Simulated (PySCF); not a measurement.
Compound: C5H7NO.
SMILES with atom numbers: `[CH2:1]=[CH:2][C:3](=[CH2:4])[NH:5][CH:6]=[O:7]` (hydrogens: H8, H9 on C1; H10 on C2; H11, H12 on C4; H13 on N5; H14 on C6)

The same species was optimised twice, with GFN2-xTB and with PBE0-D3(BJ)/def2-SVP (PySCF), and the same property calculations (PySCF, gas phase) were run on both structures.

| coordinate | GFN2-xTB | PBE0-D3(BJ)/def2-SVP | change |
| --- | --- | --- | --- |
| C3=C4 (Å) | 1.337 | 1.348 | +0.011 |
| N5–C6 (Å) | 1.354 | 1.365 | +0.011 |
| C1=C2 (Å) | 1.328 | 1.338 | +0.010 |
| C2–C3 (Å) | 1.461 | 1.466 | +0.005 |
| C3–N5 (Å) | 1.404 | 1.400 | -0.004 |
| C6=O7 (Å) | 1.203 | 1.206 | +0.003 |
| C4–C3–N5 (°) | 122.9 | 123.9 | +1.0 |
| N5–C6–O7 (°) | 127.6 | 126.7 | -0.9 |
| C2–C3–N5 (°) | 116.4 | 115.8 | -0.6 |
| C2–C3–C4 (°) | 120.6 | 120.2 | -0.4 |
| C1–C2–C3 (°) | 128.1 | 127.7 | -0.4 |
| C3–N5–C6 (°) | 128.1 | 128.3 | +0.2 |
| C1–C2–C3–C4 (°) | 180 | 180 | 0 |
| C2–C3–N5–C6 (°) | 180 | 180 | 0 |
| C3–N5–C6–O7 (°) | 0 | 0 | 0 |

Rotational constants: A = 6072, B = 1747, C = 1357 MHz (GFN2-xTB) against A = 5944, B = 1746, C = 1350 MHz (PBE0-D3(BJ)/def2-SVP). Point groups within 0.08 Å: Cs and Cs.

On the GFN2-xTB structure: lowest triplet, Tamm–Dancoff (eV) 3.25 [wB97X-D/def2-SVPD]; isotropic polarisability (au) 75.9 [wB97X-D/def2-SVPD]; HOMO (eV) -8.57 [wB97X-D/def2-SVPD]; LUMO (eV) 0.56 [wB97X-D/def2-SVPD]; dipole (D) 3.72 [wB97X-D/def2-SVPD]; HOMO (eV) -6.74 [PBE0/pcSseg-1]; LUMO (eV) -1.12 [PBE0/pcSseg-1]; dipole (D) 3.63 [PBE0/pcSseg-1]; GIAO shielding of C1 (ppm) 75.5 [PBE0/pcSseg-1]; GIAO shielding of C2 (ppm) 43.6 [PBE0/pcSseg-1]; GIAO shielding of C3 (ppm) 44.5 [PBE0/pcSseg-1]; GIAO shielding of C4 (ppm) 71.7 [PBE0/pcSseg-1]; GIAO shielding of N5 (ppm) 113.9 [PBE0/pcSseg-1]; GIAO shielding of C6 (ppm) 27.1 [PBE0/pcSseg-1]; GIAO shielding of O7 (ppm) -119.4 [PBE0/pcSseg-1].

Q: What do these properties become on the PBE0-D3(BJ)/def2-SVP structure?

A: 
```json
{"property": "lowest triplet, Tamm–Dancoff (eV)", "level": "wB97X-D/def2-SVPD", "on GFN2-xTB": "3.25", "on PBE0-D3(BJ)/def2-SVP": "3.17", "change": "-0.08"}
{"property": "isotropic polarisability (au)", "level": "wB97X-D/def2-SVPD", "on GFN2-xTB": "75.9", "on PBE0-D3(BJ)/def2-SVP": "77.2", "change": "+1.3"}
{"property": "HOMO (eV)", "level": "wB97X-D/def2-SVPD", "on GFN2-xTB": "-8.57", "on PBE0-D3(BJ)/def2-SVP": "-8.52", "change": "+0.05"}
{"property": "LUMO (eV)", "level": "wB97X-D/def2-SVPD", "on GFN2-xTB": "0.56", "on PBE0-D3(BJ)/def2-SVP": "0.51", "change": "-0.05"}
{"property": "dipole (D)", "level": "wB97X-D/def2-SVPD", "on GFN2-xTB": "3.72", "on PBE0-D3(BJ)/def2-SVP": "3.68", "change": "-0.04"}
{"property": "energy, GFN2-xTB geometry as zero (kcal/mol)", "level": "wB97X-D/def2-SVPD", "on GFN2-xTB": "0.0", "on PBE0-D3(BJ)/def2-SVP": "-0.8", "change": "-0.8"}
{"property": "HOMO (eV)", "level": "PBE0/pcSseg-1", "on GFN2-xTB": "-6.74", "on PBE0-D3(BJ)/def2-SVP": "-6.70", "change": "+0.04"}
{"property": "LUMO (eV)", "level": "PBE0/pcSseg-1", "on GFN2-xTB": "-1.12", "on PBE0-D3(BJ)/def2-SVP": "-1.16", "change": "-0.04"}
{"property": "dipole (D)", "level": "PBE0/pcSseg-1", "on GFN2-xTB": "3.63", "on PBE0-D3(BJ)/def2-SVP": "3.59", "change": "-0.04"}
{"property": "energy, GFN2-xTB geometry as zero (kcal/mol)", "level": "PBE0/pcSseg-1", "on GFN2-xTB": "0.0", "on PBE0-D3(BJ)/def2-SVP": "-0.5", "change": "-0.5"}
{"property": "GIAO shielding of C1 (ppm)", "level": "PBE0/pcSseg-1", "on GFN2-xTB": "75.5", "on PBE0-D3(BJ)/def2-SVP": "72.6", "change": "-2.9"}
{"property": "GIAO shielding of C2 (ppm)", "level": "PBE0/pcSseg-1", "on GFN2-xTB": "43.6", "on PBE0-D3(BJ)/def2-SVP": "40.9", "change": "-2.7"}
{"property": "GIAO shielding of C3 (ppm)", "level": "PBE0/pcSseg-1", "on GFN2-xTB": "44.5", "on PBE0-D3(BJ)/def2-SVP": "42.9", "change": "-1.6"}
{"property": "GIAO shielding of C4 (ppm)", "level": "PBE0/pcSseg-1", "on GFN2-xTB": "71.7", "on PBE0-D3(BJ)/def2-SVP": "69.5", "change": "-2.2"}
{"property": "GIAO shielding of N5 (ppm)", "level": "PBE0/pcSseg-1", "on GFN2-xTB": "113.9", "on PBE0-D3(BJ)/def2-SVP": "110.9", "change": "-3.0"}
{"property": "GIAO shielding of C6 (ppm)", "level": "PBE0/pcSseg-1", "on GFN2-xTB": "27.1", "on PBE0-D3(BJ)/def2-SVP": "25.3", "change": "-1.8"}
{"property": "GIAO shielding of O7 (ppm)", "level": "PBE0/pcSseg-1", "on GFN2-xTB": "-119.4", "on PBE0-D3(BJ)/def2-SVP": "-128.6", "change": "-9.2"}
```

The heavy atoms differ by 0.012 Å rms after alignment. Among bonds between heavy atoms C1=C2, C3=C4 and N5–C6 change most and about equally (+0.010 to +0.011 Å). Changes are differences of the printed values. Neither structure is proved a minimum here.

Conformer computed: `[CH2:1]=[CH:2][C:3](=[CH2:4])[NH:5][CH:6]=[O:7]`: C1–C2–C3–C4 180°, C2–C3–N5–C6 180°, C3–N5–C6–O7 0°.

Note: wB97X-D ran without an empirical dispersion term, which enters the total energy and its gradient alone.
